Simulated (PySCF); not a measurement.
C3H5FGe.
Numbering: `[CH:1]#[C:2][GeH2:3][CH2:4][F:5]` (hydrogens: H6 on C1; H7, H8 on Ge3; H9, H10 on C4)

Method: PBE0-D3(BJ)/def2-SVP geometry optimisation, gas phase in PySCF 2.14.0; density fitting, grid level 1; the optimiser is geomeTRIC in internal coordinates, started from a GFN2-xTB structure with every atom displaced at random (about 0.01 Å).

Geometry at step 2:
```
atom  x, y, z in Å
C1      2.5891   -0.0425    0.5654
C2      1.5484   -0.2420   -0.0347
Ge3    -0.1713   -0.3540   -0.8449
C4     -1.4503    0.3676    0.4661
F5     -2.7243    0.3145   -0.0513
H6      3.5346    0.0848    1.0640
H7     -0.1761    0.4840   -2.1310
H8     -0.4992   -1.8206   -1.1586
H9     -1.4043   -0.2251    1.3953
H10    -1.1940    1.4120    0.7100
```

**Question.** Give the atomic forces at this geometry.

**Answer.** 
```csv
atom,Fx (eV/Å),Fy (eV/Å),Fz (eV/Å)
C1,-0.003,-0.168,-0.120
C2,0.029,0.176,0.111
Ge3,0.056,-0.054,-0.010
C4,-0.062,-0.022,-0.027
F5,0.041,0.009,0.023
H6,-0.039,0.037,0.017
H7,-0.015,0.003,-0.005
H8,-0.009,0.000,-0.006
H9,-0.002,0.017,0.007
H10,0.004,0.003,0.011
```

The largest, 0.21 eV/Å, acts on C2 (C1 within 3 % of it); the rms over all components is 0.059 eV/Å. The forces sum to zero within rounding, as they must for an isolated molecule in no field.

**Question.** Give the force on C2 in Eh/bohr and in nN.

**Answer.** 0.210 eV/Å ÷ 51.422 = 0.00408 Eh/bohr, and 0.210 eV/Å × 1.602 = 0.34 nN.

**Question.** How far is this geometry from the end of the optimisation?

**Answer.** 0.007 eV above it, and 0.044 Å rms away after alignment. The bonds farthest from their final lengths, with half the difference of the two atoms' forces along the bond (positive lengthens):

```
 bond  now (Å)  final (Å)  force along bond (eV/Å)
C1≡C2    1.218      1.216                    -0.10
```

The angle farthest from its final value is C1–C2–Ge3, 172.3° against 177.6°.

What follows is the cost of the whole optimisation. The run took 35 s on Arm Neoverse V1, one thread, shared host with 32 logical CPUs at a one-minute load of 14, and the process peaked at 0.45 GiB of memory.
